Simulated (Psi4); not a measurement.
ClTl, singlet, at a GFN2-xTB geometry (such geometries of metal compounds can be far from the true shape) (core potentials on Tl), with bond 2-1 at 2.0 times its length; M06-2X/def2-TZVP run with Psi4 1.11.

Input for Psi4:
```
memory 2 GB

molecule mol {
0 1
Tl   -0.000000   -0.000000   -0.449804
Cl    0.000000    0.000000    4.736176
}

set {
  basis def2-tzvp
  reference rks
  scf_type disk_df
}

energy('m06-2x')
print_variables()
```

Task: Predict the main parts of the log of this Psi4 run.

Result: 
```
   => Loading Basis Set <=

    Name: DEF2-TZVP
    Role: ORBITAL
    Keyword: BASIS

    !!!  WARNING: ECP capability is in beta. Please check occupations closely.  !!!

         ---------------------------------------------------------
                                   SCF
               by Justin Turney, Rob Parrish, Andy Simmonett
                          and Daniel G. A. Smith
                              RKS Reference
         ---------------------------------------------------------

  ==> Geometry <==

    Molecular point group: c2v
    Full point group: C_inf_v

    Geometry (in Angstrom), charge = 0, multiplicity = 1:

       Center              X                  Y                   Z               Mass
    ------------   -----------------  -----------------  -----------------  -----------------
         TL           0.000000000000     0.000000000000    -0.755794328841   204.974427800000
         CL           0.000000000000     0.000000000000     4.430185671159    34.968852682000

  Running in c2v symmetry.

  Rotational constants: A = ************  B =      0.02098  C =      0.02098 [cm^-1]
  Rotational constants: A = ************  B =    629.04693  C =    629.04693 [MHz]
  Nuclear repulsion =   36.428267021698893

  Charge       = 0
  Multiplicity = 1
  Electrons    = 38
  Nalpha       = 19
  Nbeta        = 19

  ==> Algorithm <==

  SCF Algorithm Type is DISK_DF.
  DIIS enabled.
  MOM disabled.
  Fractional occupation disabled.
  Guess Type is SAD.
  Energy threshold   = 1.00e-06
  Density threshold  = 1.00e-06
  Integral threshold = 1.00e-12

  ==> Primary Basis <==

  Basis Set: DEF2-TZVP
    Blend: DEF2-TZVP
    Number of shells: 29
    Number of basis functions: 87
    Number of Cartesian functions: 101
    Spherical Harmonics?: true
    Max angular momentum: 3

  Core potential: DEF2-TZVP
    Number of shells: 4
    Number of ECP primitives: 26
    Number of ECP core electrons: 60
    Max angular momentum: 3

  ==> DFT Potential <==

   => LibXC <=

    Version 7.1.2
    S. Lehtola, C. Steigemann, M. J. T. Oliveira, and M. A. L. Marques,  SoftwareX 7, 1–5 (2018) (10.1016/j.softx.2017.11.002)

   => Composite Functional: M06-2X <=

    Hybrid M06-2X Meta-GGA XC Functional  (10.1007/s00214-007-0310-x)
    Y. Zhao and D. G. Truhlar,  Theor. Chem. Acc., 120, 215, 2008

    Deriv               =              1
    GGA                 =           TRUE
    Meta                =           TRUE

    Exchange Hybrid     =           TRUE
[...]
   @DF-RKS iter   9:  -632.55749959015645   -3.88898e-05   1.22583e-05 DIIS
   @DF-RKS iter  10:  -632.55750522336916   -5.63321e-06   7.59895e-06 DIIS
   @DF-RKS iter  11:  -632.55750792159051   -2.69822e-06   4.22256e-06 DIIS
   @DF-RKS iter  12:  -632.55750827287056   -3.51280e-07   2.03174e-06 DIIS
   @DF-RKS iter  13:  -632.55750829122894   -1.83584e-08   7.10177e-07 DIIS
  Energy and wave function converged.

  ==> Post-Iterations <==

   Electrons on quadrature grid:
      Ntotal   =   38.0000098875 ; deviation = 9.887e-06

    Orbital Energies [Eh]
    ---------------------

    Doubly Occupied:

[...]
      10A1    -0.202525

    Virtual:

[...]
    Final Occupation by Irrep:
             A1    A2    B1    B2
    DOCC [    10,    1,    4,    4 ]
    NA   [    10,    1,    4,    4 ]
    NB   [    10,    1,    4,    4 ]

  @DF-RKS Final Energy:  -632.55750829122894

   => Energetics <=

    Nuclear Repulsion Energy =             36.4282670216988933
    One-Electron Energy =               -1010.6939090958175029
    Two-Electron Energy =                 362.3760536443489286
    DFT Exchange-Correlation Energy =     -20.6679198614592536
    Empirical Dispersion Energy =           0.0000000000000000
    VV10 Nonlocal Energy =                  0.0000000000000000
    Total Energy =                       -632.5575082912289417

Computation Completed

Properties will be evaluated at   0.000000,   0.000000,   0.000000 [a0]

Properties computed using the SCF density matrix

 Multipole Moments:

 ------------------------------------------------------------------------------------
     Multipole            Electronic (a.u.)      Nuclear  (a.u.)        Total (a.u.)
 ------------------------------------------------------------------------------------

 L = 1.  Multiply by 2.5417464519 to convert [e a0] to [Debye]
 Dipole X            :          0.0000000            0.0000000            0.0000000
 Dipole Y            :          0.0000000            0.0000000            0.0000000
 Dipole Z            :       -120.0639602          112.3281092           -7.7358510
 Magnitude           :                                                    7.7358510

 ------------------------------------------------------------------------------------

  Variable Map:
  ----------------------------------------------------------------------------
[...]
  Array Variable Map:
  ----------------------------------------------------------------------------
[...]
[...]
```
